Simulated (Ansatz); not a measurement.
`C[O][Mg][O][SiH3]` + `BN[SiH2]F` → `BN([SiH3])[SiH2]F` + `C[O][Mg][OH]`  (ligand exchange at the Si–O bond)

Program: Ansatz. Geometries: PBE0-D4/def2-TZVP. ΔE: electronic, gas phase. CCSD(T)/CBS is the MP2 limit (def2-TZVPP, def2-QZVPP) plus CCSD(T) − MP2 in def2-TZVPP, frozen cores. DFT in def2-TZVPP. B3LYP here is the variant with VWN-RPA as its local correlation; programs differ in this. For Mg outer-core shells are correlated without core-valence functions, which leaves a few kJ/mol of doubt a bond. Each species was taken in one conformer, which may not be the lowest.

```csv
level,ΔE (kJ/mol),difference from CCSD(T)/CBS
PBE-D4,77.7,-7.7
ωB97X-V,83.5,-1.9
ωB97M-V,82.2,-3.2
B2PLYP,90.0,4.6
PBE,83.3,-2.1
PBE0,85.5,0.1
B3LYP,93.1,7.7
MP2/def2-TZVPP,83.0,-2.4
HF/CBS(def2),104.0,18.6
MP2/CBS(def2),83.2,-2.2
CCSD(T)/CBS,85.4,0
```

Largest T1 diagnostic among the species: 0.012.

The D4 term adds −9.1 kJ/mol with B3LYP and −5.0 kJ/mol with PBE0; it sums over pairs of atoms, weighted by their polarisabilities, and B3LYP, whose exchange is more repulsive, gets the larger term. In def2-TZVPP, CCSD(T) changes the Hartree–Fock value by −17.5 kJ/mol (the triples alone add −2.5 kJ/mol) and MP2 by −19.7 kJ/mol.
